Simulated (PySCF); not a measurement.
SMILES [SiH3]/C=C\c1ccco1 (C6H8OSi), GFN2-xTB optimised geometry.

```
16

Si     0.35    -2.54    -0.03
C     -1.23    -1.54    -0.01
C     -1.39    -0.21     0.00
C     -0.38     0.81     0.00
C      0.99     0.81     0.00
C      1.39     2.17     0.00
C      0.24     2.90     0.00
O     -0.83     2.10     0.00
H      1.15    -2.25    -1.23
H     -0.03    -3.96    -0.04
H      1.15    -2.28     1.17
H     -2.14    -2.12     0.00
H     -2.40     0.21     0.01
H      1.64    -0.04     0.00
H      2.40     2.54     0.00
H      0.07     3.96     0.00
```

Density from CAM-B3LYP/def2-TZVP run with PySCF at that geometry.

Minimum of the electron density along straight lines between bonded atoms, close to the bond critical point (lines longer than 1.1 times the sum of covalent radii, or with two minima, are not listed):

| bond | length / Å | ρ at the minimum / e bohr⁻³ | ∇²ρ there / e bohr⁻⁵ | position (fraction from the first atom) |
|---|---|---|---|---|
| Si1–C2 | 1.877 | 0.120 | 0.19 | 0.39 |
| C2–C3 | 1.338 | 0.347 | -1.06 | 0.48 |
| C3–C4 | 1.437 | 0.298 | -0.89 | 0.48 |
| C4–C5 | 1.376 | 0.330 | -0.97 | 0.52 |
| C5–C6 | 1.411 | 0.305 | -0.86 | 0.50 |
| C6–C7 | 1.363 | 0.338 | -1.01 | 0.48 |
| C4–O8 | 1.359 | 0.289 | -0.34 | 0.34 |
| C7–O8 | 1.338 | 0.301 | -0.26 | 0.33 |
| Si1–H9 | 1.466 | 0.125 | 0.17 | 0.49 |
| Si1–H10 | 1.465 | 0.125 | 0.17 | 0.49 |
| Si1–H11 | 1.466 | 0.125 | 0.17 | 0.49 |
| C2–H12 | 1.084 | 0.282 | -0.99 | 0.64 |
| C3–H13 | 1.086 | 0.287 | -1.03 | 0.65 |
| C5–H14 | 1.069 | 0.294 | -1.08 | 0.65 |
| C6–H15 | 1.071 | 0.292 | -1.07 | 0.65 |
| C7–H16 | 1.072 | 0.297 | -1.12 | 0.66 |
